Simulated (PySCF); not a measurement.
A structure optimised at PBE-D3(BJ)/def2-TZVP, used in a PySCF frequency run:

```
Ge
O 1 1.6731
Br 1 2.3678 2 122.13
```
Charge 0, spin multiplicity 2.

### Question
Write its SMILES, formula and point group.

### Answer
[O]=[Ge][Br], BrGeO, Cs

### Question
What are its rotational constants (standard atomic weights)?

### Answer
23.344, 1.7644, 1.6405 GHz
